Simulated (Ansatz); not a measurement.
Energy profile

The step: AlH₃O₃ ([OH][Al]([OH])[OH]) + H₂O + NH₃ → AlNH₄O₂ ([NH2][Al]([OH])[OH]) + H₂O + H₂O (still joined by a long Al–O bond); bonds formed: O2–H7, H5–O8; bonds broken: H5–N6, H7–O8; bonds weakened to dative contacts: Al1–O2 (atoms numbered as in the saddle structure below).

```json
{"atom": "Al1", "x (Å)": "-0.2503", "y (Å)": "-0.7286", "z (Å)": "0.5029"}
{"atom": "O2", "x (Å)": "0.4362", "y (Å)": "0.8793", "z (Å)": "1.1460"}
{"atom": "O3", "x (Å)": "-1.9241", "y (Å)": "-0.8902", "z (Å)": "0.8289"}
{"atom": "O4", "x (Å)": "0.9404", "y (Å)": "-1.7904", "z (Å)": "1.1437"}
{"atom": "H5", "x (Å)": "0.2765", "y (Å)": "0.9904", "z (Å)": "-1.3264"}
{"atom": "N6", "x (Å)": "-0.1396", "y (Å)": "-0.3562", "z (Å)": "-1.3436"}
{"atom": "H7", "x (Å)": "0.6051", "y (Å)": "1.5434", "z (Å)": "0.2663"}
{"atom": "O8", "x (Å)": "0.6871", "y (Å)": "1.9789", "z (Å)": "-0.9707"}
{"atom": "H9", "x (Å)": "1.2407", "y (Å)": "0.7620", "z (Å)": "1.6583"}
{"atom": "H10", "x (Å)": "-2.2768", "y (Å)": "-0.9738", "z (Å)": "1.7118"}
{"atom": "H11", "x (Å)": "0.8032", "y (Å)": "-2.7292", "z (Å)": "1.2398"}
{"atom": "H12", "x (Å)": "-1.0259", "y (Å)": "-0.4779", "z (Å)": "-1.8200"}
{"atom": "H13", "x (Å)": "0.5476", "y (Å)": "-0.8989", "z (Å)": "-1.8529"}
{"atom": "H14", "x (Å)": "0.0799", "y (Å)": "2.6913", "z (Å)": "-1.1840"}
```

Electronic energies by CCSD(T) at an estimated basis limit (MP2 extrapolated from triple and quadruple zeta, plus CCSD(T) − MP2 in triple zeta), on PBE0-D4/def2-TZVP structures; AlNH8O4, closed shell; no counterpoise correction. Ansatz 0.2.0; basis: def2-TZVPP and def2-QZVPP; cores frozen in the correlated methods. Extrapolation: Hartree–Fock as exp(−7.88 √X), correlation as X^−2.97.

Task: Give the profile in eV, counted from the separated reactants. (An estimate is asked for; the value comes from the calculation.)

Result: The calculation gives:
| point | eV |
| --- | --- |
| separated: AlH3O3 (linked as [OH][Al]([OH])[OH]; Al1, O2, O3, O4, H9, H10, H11; singlet) + NH3 (H5, N6, H12, H13; singlet) + H2O (H7, O8, H14; singlet) | 0.000 |
| start structure | -1.906 |
| saddle | -1.009 |
| end structure | -1.136 |
| separated: AlNH4O2 (linked as [NH2][Al]([OH])[OH]; Al1, O3, O4, N6, H10, H11, H12, H13; singlet) + H2O (O2, H7, H9; singlet) + H2O (H5, O8, H14; singlet) | 0.500 |
The saddle lies below the separated reactants: the barrier is submerged.

The T1 diagnostic stays at or below 0.013.

For scale, one of the runs: CCSD(T)/def2-TZVPP, 309 basis functions, launched by `ansatz run in.yaml --threads 4 --pin off --events-out ev --progress --plain --max-ram 46080MiB --backend cuda --devices 0, --max-vram 37GiB`. The run took 9 s on 4 CPU threads of an AMD EPYC 7R13 and a share of one NVIDIA H100 (shared host), with 0.86 GiB of host memory at its peak.
